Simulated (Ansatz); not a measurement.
Sn4H7⁻, relaxed as a singlet with RKS PBE-D4/def2-SVPD in Ansatz, starting from the GFN1-xTB geometry. Force threshold 0.02 eV/Å.

In the def2 sets Sn takes a core potential; there is no spin–orbit coupling. The structure comes from a short search, and lower isomers may exist.

Start:

```xyz
11

Sn   -1.341    0.812    1.101
Sn    0.992   -1.552   -0.535
Sn    0.171    1.051   -1.275
Sn   -0.334   -1.688    1.962
H     2.591   -2.043   -1.085
H    -2.987    0.639    0.555
H     1.512    2.106   -0.901
H     1.033   -0.887    2.760
H     0.215   -2.605   -1.687
H    -1.725    2.311    1.939
H    -0.128    1.855   -2.835
```

Q: Estimate the energy that the relaxation releases and the steps that it takes.

A: 0.26 eV, in 14 steps; 36 s on 4 threads of Arm Neoverse V2 on a shared host. The force fell under the threshold at step 9, but the optimiser went on. No frequencies were taken in this run, so the end may be a saddle point.

Q: Does the start keep its bonding and symmetry?

A: By distances, no bond broke or formed. The bond that changes most is Sn1–Sn4, from 2.83 to 2.94 Å (atoms count from 1). Point group Cs at the start, Cs at the end, both within 0.05 Å.

Q: Predict the relaxed structure.

A: 
```csv
atom,x (Å),y (Å),z (Å)
Sn1,-1.479,0.782,1.059
Sn2,0.918,-1.642,-0.621
Sn3,0.291,1.095,-1.164
Sn4,-0.228,-1.670,2.084
H5,2.591,-2.072,-0.998
H6,-3.103,0.603,0.384
H7,1.642,2.141,-0.746
H8,1.171,-0.630,2.581
H9,0.065,-2.601,-1.836
H10,-1.694,2.261,2.006
H11,-0.174,1.733,-2.749
```
Bond lengths (bridged metal pairs left out): 4 × Sn–Sn 2.86 to 2.94 Å; 7 × H–Sn 1.76 to 1.81 Å.
